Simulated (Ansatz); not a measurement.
Gas-phase electronic energies from Ansatz, PBE0-D4/def2-TZVP geometries. CCSD(T)/CBS adds triple-zeta CCSD(T) − MP2 to the extrapolated MP2 energy (def2 sets, frozen cores). Functionals use def2-TZVPP. B3LYP here is the variant with VWN-RPA as its local correlation; programs differ in this. Each species was taken in one conformer, which may not be the lowest.

Consider the isomerisation: `C[Si](O)(O)[SiH3]` → `CO[SiH2]O[SiH3]`.

CCSD(T)/CBS gives -1.3 kcal/mol.

**Question.** Another level gave -3.4 kcal/mol. Which?
A. B3LYP/def2-TZVPP
B. r2SCAN0-D4/def2-TZVPP
C. ωB97X-V/def2-TZVPP
D. LC-ωPBE/def2-TZVPP

**Answer.** A. B3LYP -3.4, ωB97X-V -1.9, LC-ωPBE 1.0, r2SCAN0-D4 0.0 kcal/mol.

Largest T1 diagnostic among the species: 0.012.

From BLYP to BHLYP (50 % exact exchange), in def2-TZVPP and without D4, ΔE moves by −4.3 kcal/mol. In def2-TZVPP, CCSD(T) changes the Hartree–Fock value by +10.5 kcal/mol (the triples alone add +1.3 kcal/mol) and MP2 by +10.2 kcal/mol.

CCSD(T)/CBS has its own doubt, a few kJ/mol and more with outer-core shells, so smaller differences from it don't rank the levels.
